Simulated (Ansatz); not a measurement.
Total energies of As(SMe)3 (C3H9AsS3) from Ansatz at PBE-D4/def2-TZVP, gas phase (1 Eh = 27.2114 eV = 2625.5 kJ/mol). The reference geometry is relaxed at PBE-D4/def2-SVP.

```
atom    x (Å)    y (Å)    z (Å)
 As1  -0.0433  -0.1907   0.1169
  S2  -0.5720   1.8634   0.9318
  C3  -0.0567   1.6188   2.6753
  H4  -0.5801   0.7625   3.1448
  H5  -0.3364   2.5442   3.2157
  H6   1.0395   1.4796   2.7484
  S7  -0.9323   0.1230  -1.9505
  C8  -2.6478  -0.4293  -1.6081
  H9  -2.6794  -1.4694  -1.2275
 H10  -3.1867  -0.3893  -2.5748
 H11  -3.1471   0.2520  -0.8919
 S12   2.0997   0.3058  -0.4524
 C13   2.6566  -1.3694  -0.9509
 H14   2.5318  -2.1069  -0.1335
 H15   3.7351  -1.2817  -1.1870
 H16   2.1191  -1.7125  -1.8564
```

```
                 state   geometry  energy (Eh)
      charge 0 singlet  reference  -3549.33408
      charge 1 doublet  reference  -3549.05214
free As atom (quartet)          –  -2235.47024
 free S atom (triplet)          –   -397.93833
 free C atom (triplet)          –    -37.79597
 free H atom (doublet)          –     -0.49962
```

Q: Work out the vertical ionisation energy to the doublet.

A: E(charge 1 doublet) − E(charge 0 singlet) = -3549.05214 − (-3549.33408) = 0.28194 Eh = 7.67 eV. For comparison, −ε of the highest occupied level is 5.29 eV at this level, 2.38 eV less.

Q: What is the binding energy per atom against free atoms?

A: Atoms: 1 × (-2235.47024) + 3 × (-397.93833) + 3 × (-37.79597) + 9 × (-0.49962) = -3547.16972 Eh. Binding: -3547.16972 − (-3549.33408) = 2.16436 Eh = 58.90 eV, or 3.68 eV for each of 16 atoms (no zero-point energy, no counterpoise term).
